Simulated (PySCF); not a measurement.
**Electron correlation in V⁺ (vanadium, charge +1)**

[Ar] 3d3 4p1, one real determinant (an excited configuration). Computed with PySCF 2.14 in def2-QZVPPD, with the non-relativistic Hamiltonian (point nucleus). Frozen: [Ar]; 4 electrons correlated.

```
  level  correlation energy (mhartree)
   CCSD                         -32.31
    (T)                          -0.73
CCSD(T)                         -33.04
```

Diagnostics: T1 = 0.010, D1 = 0.0237, largest double amplitude 0.064.

**Question.** Is a single reference adequate?

**Answer.** Yes: T1 lies below 0.03 and no double amplitude reaches 0.07.

The reference is one real determinant that mixes LS terms of this configuration.
